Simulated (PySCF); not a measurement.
## Correlation energy of Ge (germanium, neutral)

[Ar] 3d10 4s2 4p2, high-spin 3P determinant. All numbers are calculated (PySCF 2.14, scalar relativity by spin-free X2C-1e, in aug-cc-pVDZ-DK (6s5p3d, 36 functions)). Frozen: [Ar] 3d10; 4 electrons correlated.

MP2 pair energies summed by pair of shells (mhartree):

| pair | energy | share (%) |
| --- | --- | --- |
| 4s-4p | -23.77 | 58.1 |
| 4s-4s | -12.99 | 31.7 |
| 4p-4p | -4.18 | 10.2 |

Total MP2 correlation energy: -40.95 mhartree.

Same-spin part -7.34 and opposite-spin part -33.61 mhartree; SCS-MP2 scales them by 1/3 and 6/5 to -42.77 mhartree.

| level | correlation energy (mhartree) |
| --- | --- |
| CCSD | -57.00 |
| (T) | -0.90 |
| CCSD(T) | -57.90 |

Diagnostics: T1 = 0.0085, D1 = 0.0236, largest double amplitude 0.069.

Cost of the coupled-cluster step: 0.27 s of wall time on 1 thread of Neoverse-N1 (shared host), for 4 correlated electrons.

Iterations:

```
CC2 = 0
CCSD nocc = (np.int64(3), np.int64(1)), nmo = (22, 22)
frozen orbitals [[0, 1, 2, 3, 4, 5, 6, 7, 8, 9, 10, 11, 12, 13], [0, 1, 2, 3, 4, 5, 6, 7, 8, 9, 10, 11, 12, 13]]
max_cycle = 100
direct = 0
conv_tol = 1e-08
conv_tol_normt = 1e-06
diis_space = 8
diis_start_cycle = 0
Init t2, MP2 energy = -0.040946976273378
Init E_corr(UCCSD) = -0.0409469762735058
cycle = 1  E_corr(UCCSD) = -0.0520580370069881  dE = -0.0111110607  norm(t1,t2) = 0.0506996
cycle = 2  E_corr(UCCSD) = -0.0552399905989531  dE = -0.00318195359  norm(t1,t2) = 0.0187441
cycle = 3  E_corr(UCCSD) = -0.0570004706972485  dE = -0.0017604801  norm(t1,t2) = 0.00838873
cycle = 4  E_corr(UCCSD) = -0.0569916075571704  dE = 8.86314008e-06  norm(t1,t2) = 0.00169968
cycle = 5  E_corr(UCCSD) = -0.0570056555609579  dE = -1.40480038e-05  norm(t1,t2) = 0.000258045
cycle = 6  E_corr(UCCSD) = -0.0570006712432173  dE = 4.98431774e-06  norm(t1,t2) = 5.13593e-05
cycle = 7  E_corr(UCCSD) = -0.0570031123030842  dE = -2.44105987e-06  norm(t1,t2) = 9.62681e-06
cycle = 8  E_corr(UCCSD) = -0.0570023755628676  dE = 7.36740217e-07  norm(t1,t2) = 2.71725e-06
cycle = 9  E_corr(UCCSD) = -0.0570024732996592  dE = -9.77367916e-08  norm(t1,t2) = 4.93123e-07
cycle = 10  E_corr(UCCSD) = -0.0570024771187925  dE = -3.81913324e-09  norm(t1,t2) = 8.55901e-08
UCCSD converged
E(UCCSD) = -2097.016643630178  E_corr = -0.05700247711879249
UCCSD(T) correction = -0.000902362028946981
```
